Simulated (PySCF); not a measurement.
CH4Ge, neutral, multiplicity 1. Atoms are numbered in the order given.

```xyz
6

Ge     0.0523    -0.4492     0.0000
H     -1.5349    -0.5914     0.0000
C     -0.0023     1.5351     0.0000
H      0.9911     1.9846     0.0000
H     -0.5575     1.8854     0.8771
H     -0.5575     1.8854    -0.8771
```

Geometry optimised at ωB97X-D3(BJ)/def2-TZVP.

Vertical ionisation energy (IE) and electron affinity (EA) in eV. Rows of orbital energies are one-electron estimates. Where ΔSCF, EOM or ADC give a negative EA the extra electron is unbound and the value depends on the basis.

| level | IE | EA |
|---|---|---|
| −ε(HOMO), −ε(LUMO), HF/def2-TZVPD (PySCF) | ___ | ___ |
| −ε(HOMO), −ε(LUMO), B3LYP/def2-TZVPD (PySCF) | 6.24 | 2.83 |
| ADC(2)/aug-cc-pVDZ (PySCF) | 8.35 | 0.66 |

Complete the blanks. (The exact figures need the calculation; the answer reports its results.)


- −ε(HOMO), −ε(LUMO), HF/def2-TZVPD (PySCF), IE: 8.65
- −ε(HOMO), −ε(LUMO), HF/def2-TZVPD (PySCF), EA: -0.57

Beyond the first one, list the lowest photoelectron lines from ADC(2)/aug-cc-pVDZ (PySCF) with their pole strengths (two spins summed). (The exact figures need the calculation; the answer reports its results.)

10.59 eV (1.82), 13.57 eV (1.78), 13.70 eV (1.77), 16.04 eV (1.74).
